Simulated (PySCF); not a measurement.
Computed with PBE-D3(BJ)/def2-TZVP // B3LYP-D3(BJ)/def2-TZVP (PySCF 2.14.0). Gas-phase values, no solvent. Excitations are Tamm–Dancoff values on a coarser integration grid. The basis has no diffuse functions, so Rydberg states are missing or too high.

Reference species (SMILES): `C1O[SiH2]1` (neutral, multiplicity 1).

The T1 excitation (TDA) is 4.58 eV. The HOMO–LUMO gap comes out as 5.09 eV.

Changed species: `O=C[SiH3]`.

### Question
Predict the effect on the T1 excitation (TDA) and HOMO–LUMO gap.

### Answer
the T1 excitation (TDA) falls by 2.16 eV, to 2.42 eV; the HOMO–LUMO gap falls by 2.24 eV, to 2.85 eV.
